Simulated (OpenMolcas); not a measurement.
Computed transition rates of Ga+

```yaml
Program: OpenMolcas
Method: "MS-CASPT2, IPEA 0.25 Eh, imaginary shift 0.1 Eh (closed shells correlated: 3d)"
Basis: ANO-R3 [7s6p5d4f2g]
Scalar_Hamiltonian: X2C, finite nucleus
Active_space: 2 electrons in 4 orbitals (4s 4p)
State_averaging: 2S+1 = 3 even, 3 roots; 2S+1 = 1 even, 7 roots; 2S+1 = 3 odd, 3 roots; 2S+1 = 1 odd, 3 roots
Spin-orbit_coupling: state interaction with AMFI integrals over the reference wave functions, term energies averaged over their components
```

Rates come from the transition moments of the reference wave functions (E1 and E2 in the length form). At fixed line strength A goes as λ^-3 for E1 and M1 and as λ^-5 for E2, so a rate at the computed wavelength can be rescaled to the measured one. Measured vacuum wavelengths follow from level energies in NIST Handbook of Basic Atomic Spectroscopic Data. Branching counts decays inside the model space alone, at computed energies, and the table is only a selection of the E1 lines, drawn from those between levels with measured partners whose computed energy lies within a factor of 1.5 of the measured one.

| Upper | Lower | Type | λ computed (nm) | λ measured (nm) | A computed (s-1) | A rescaled (s-1) | Branching % |
| --- | --- | --- | --- | --- | --- | --- | --- |
| 4p² ¹D₂ | 4s 4p ¹P°₁ | E1 | 218.7 | 270.1 | 5.68e+08 | 3.02e+08 | 63.5 |
| 4p² ¹D₂ | 4s 4p ³P°₂ | E1 | 144 | 169.6 | 2.53e+08 |  | 28.3 |
| 4p² ¹D₂ | 4s 4p ³P°₁ | E1 | 142.4 | 166.9 | 7.33e+07 |  | 8.2 |

Spin-changing lines and M1 lines between different terms are not rescaled, since their strength hangs on the term gaps too.

The largest correction is for 4p² ¹D₂ → 4s 4p ¹P°₁ (E1): 5.68e+08 × (218.7 / 270.1)^3 = 3.02e+08 s-1, a factor of 0.53.

No measured rate stands beside these. Rescaling mends the energy factor alone: line strengths can still be far off where a level mixes with configurations outside the active space, and weak or spin-changing lines hang on small mixing coefficients that depend on the term gaps too, so rescaling need not improve them.

Over all roots computed the reference weight is 0.90 to 0.95; the roots of lowest weight are the least certain, and an intruder state may touch them. The ¹D term of p² mixes with s d, which this space lacks. Computed and measured levels are paired by configuration, term and J; levels that our copy of the source lacks, or whose pairing is in doubt (as where it misses far off the trend of its configuration), stay unpaired. Levels of configurations outside the active space are missing.

° marks odd parity.
